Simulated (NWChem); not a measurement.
Program: NWChem. System: F3Si, charge 0, spin multiplicity 2, at a geometry optimised with UB3LYP/def2-SVP. The structure started from a generated list of species. Its SCF solution wasn't tested for a lower state. Level: UMP2/def2-TZVP, 8 core orbitals frozen.

Output (cleaned and shortened):

```
             Northwest Computational Chemistry Package (NWChem) 7.3.0
             --------------------------------------------------------

                                NWChem Input Module
                                -------------------

 Scaling coordinates for geometry "geometry" by  1.889725989
 (inverse scale =  0.529177249)

 Turning off AUTOSYM since
 SYMMETRY directive was detected!

                             Geometry "geometry" -> ""
                             -------------------------

 Output coordinates in angstroms (scale by  1.889725989 to convert to a.u.)

  No.       Tag          Charge          X              Y              Z
 ---- ---------------- ---------- -------------- -------------- --------------
    1 F                    9.0000     0.75199800    -0.20018700     1.30321100
    2 Si                  14.0000     0.00081800     0.38294400     0.00000000
    3 F                    9.0000     0.75199800    -0.20018700    -1.30321100
    4 F                    9.0000    -1.50526800    -0.19531700     0.00000000

 Effective nuclear repulsion energy (a.u.)     173.3243375599

            Nuclear Dipole moment (a.u.)
            ----------------------------
        X                 Y               Z
 ---------------- ---------------- ----------------
     0.0000075589    -0.0000056692     0.0000000000

      Symmetry information
      --------------------

 Group name             Cs
 Group number              2
 Group order               2
 No. of unique centers     3

      Symmetry unique atoms

     1    2    4


 Summary of "ao basis" -> "" (spherical)
 ------------------------------------------------------------------------------
       Tag                 Description            Shells   Functions and Types
 ---------------- ------------------------------  ------  ---------------------
 *                         def2-tzvp                  on all atoms

 Summary of "ao basis" -> "ao basis" (spherical)
 ------------------------------------------------------------------------------
       Tag                 Description            Shells   Functions and Types
 ---------------- ------------------------------  ------  ---------------------
 F                         def2-tzvp                11       31   5s3p2d1f
 Si                        def2-tzvp                13       37   5s5p2d1f

                                 NWChem SCF Module
                                 -----------------
[...]
     2   0 2 0    -18.608658    -17.959727    -11.782549     11.133618
     2   0 1 1      0.000000      0.000000      0.000000      0.000000
     2   0 0 2    -21.747376    -66.294497    -64.621959    109.169080

                   NWChem MP2 Semi-direct Energy/Gradient Module
                   ---------------------------------------------

  Basis functions       =    130
  Molecular orbitals    =    130
  Frozen core           =      8
  Frozen virtuals       =      0
  Active alpha occupied =     13
  Active beta occupied  =     12
  Active alpha virtual  =    109
  Active beta virtual   =    110
  Use MO symmetry       = T
  Use skeleton AO sym   = T

  AO/Fock/Back tols     =   1.0D-09  1.0D-09  1.0D-09

 GA uses MA = F    GA memory limited = T

 Available:
  local mem=  1.26D+08
 global mem=  1.44D+08
 local disk=  0.00D+00
  mp2_memr nvloc                   109
  nvloc new                   109
   1 passes of  13:        5242880                     105297                  39130223.
   1 passes of  13: M    126149187           G      144145400           F     120906307.

 Semi-direct pass number   1 of   1  for UHF alpha       at        7.4s
  vrange nnbf                  8116
  mp2_eaftype                   149  avail_ma_in_mb                  1099
 EAF : mp2_eaftype filesize         149   19565111.
  mp2_eaf for mointskh                    149
Node 0 wrote     92.0 Mb in      0.2 s     Agg I/O rate:   498.8 Mb/s
 Done moints_semi at       15.7s
  mp2_eaftype                   149  avail_ma_in_mb                   950
 EAF : mp2_eaftype filesize         149   19565111.
  mp2_eaf for kh                   149
 Done maket at       16.4s
 Done multipass loop at       16.4s

 GA uses MA = F    GA memory limited = T

 Available:
  local mem=  1.26D+08
 global mem=  1.44D+08
 local disk=  0.00D+00
  mp2_memr nvloc                   110
  nvloc new                   110
   1 passes of  12:        5242880                     100449                  36453566.
   1 passes of  12: M    126149187           G      144145400           F     120906307.

 Semi-direct pass number   1 of   1  for UHF beta        at       16.5s
  vrange nnbf                  8116
  mp2_eaftype                   139  avail_ma_in_mb                  1099
 EAF : mp2_eaftype filesize         139   18226783.
  mp2_eaf for mointskh                    139
Node 0 wrote     85.7 Mb in      0.2 s     Agg I/O rate:   488.1 Mb/s
 Done moints_semi at       25.4s
  mp2_eaftype                   139  avail_ma_in_mb                   960
 EAF : mp2_eaftype filesize         139   18226783.
  mp2_eaf for kh                   139
 Done maket at       26.0s
 Done multipass loop at       26.0s

          -------------------------------------------
          SCF energy                -587.558275011583
          Correlation energy          -0.839929412107
          Singlet pairs                0.000000000000
          Triplet pairs                0.000000000000
          Total MP2 energy          -588.398204423690
          -------------------------------------------

          ---------------------------------------------------
                    Spin Component Scaled (SCS) MP2
          Same spin pairs                     -0.223713642718
          Same spin scaling factor             0.333333333333
          Opposite spin pairs                 -0.616215769389
          Opposite spin scaling fact.          1.200000000000
          SCS-MP2 correlation energy          -0.814030137506
          Total SCS-MP2 energy              -588.372305149090
          ---------------------------------------------------

 -----------------------
 Performance information
 -----------------------

 Timer overhead =  1.43D-07 seconds/call

               Nr. of calls         CPU time (s)                 Wall time (s)                GFlops
             ---------------    -------------------     ------------------------------   -------------------
Name         Min   Avg   Max    Min     Avg     Max     Min     Avg     Max   Mx/calls   Min     Max     Sum
mp2: moin     2     2     2    17.     17.     17.      17.     17.     17.     8.6      0.0     0.0     0.0
mp2: make     2     2     2    1.3     1.3     1.3      1.3     1.3     1.3    0.64      0.0     0.0     0.0
mp2: tota     1     1     1    19.     19.     19.      19.     19.     19.     19.      0.0     0.0     0.0

 The average no. of pstat calls per process was 5.00D+00
 with a timing overhead of 7.13D-07s

 Task  times  cpu:       26.0s     wall:       26.0s

 Total times  cpu:       26.0s     wall:       26.0s
```

Question: Write an NWChem input that would produce this output.

Answer: One answer among several that fit: 
```
start mol
memory heap 200 mb stack 900 mb global 1100 mb
geometry units angstroms nocenter noautoz
  F      0.751998    -0.200187     1.303211
  Si     0.000818     0.382944     0.000000
  F      0.751998    -0.200187    -1.303211
  F     -1.505268    -0.195317     0.000000
  symmetry group Cs
end
basis spherical
  * library def2-tzvp
end
scf
  uhf
  nopen 1
  maxiter 100
  thresh 1e-7
  semidirect memsize 60000000 filesize 0
  # guess.movecs holds the orbitals of an unrestricted PBE0 run
  vectors input guess.movecs output mol.movecs
end
mp2
  freeze core 8
end
task mp2 energy
```
